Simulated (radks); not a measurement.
Effect of the nuclear size on the bismuth ion Bi+, [Hg] 6p2. Method: Dirac Kohn-Sham, PBE, spin-unpolarised, spherical densities, finite nucleus; open shells are shared between the two j in proportion to 2j + 1; Fermi nuclear charge, rms radius 5.5211 fm; computed with a radial shooting solver on a logarithmic mesh with Libxc functionals. The rms radius is varied about that value; shifts are against it.

| rms radius (fm) | total energy shift (eV) | density at nucleus (e/bohr^3) | 1s1/2 shift (meV) | 2s1/2 shift (meV) | 5p1/2 shift (meV) | 6s1/2 shift (meV) | 6p1/2 shift (meV) | 6p3/2 shift (meV) | 7s1/2 (empty) shift (meV) |
|---|---|---|---|---|---|---|---|---|---|
| 4.4666 | -51.0 | 3.264e+06 | -20300 | -3110 | 0.555 | -4.64 | 0.518 | 0.694 | -0.694 |
| 5.3389 | -9.24 | 3.014e+06 | -3670 | -563 | 0.099 | -0.840 | 0.094 | 0.126 | -0.126 |
| 5.5211 | 0 | 2.969e+06 | 0.000 | 0.000 | 0.000 | 0.000 | 0.000 | 0.000 | 0.000 |
| 5.7916 | 14.0 | 2.906e+06 | 5570 | 856 | -0.150 | 1.28 | -0.142 | -0.191 | 0.191 |
| 6.7192 | 64.9 | 2.719e+06 | 25800 | 3960 | -0.686 | 5.90 | -0.657 | -0.883 | 0.882 |

Slopes of the eigenvalues against <r^2> in GHz/fm^2, as finite differences over the two radii next to the reference (eigenvalue slopes, not the field-shift constants of lines): 1s1/2 444000, 2s1/2 68100, 5p1/2 -12.0, 6s1/2 102, 6p1/2 -11.3, 6p3/2 -15.2, 7s1/2 (empty) 15.2.
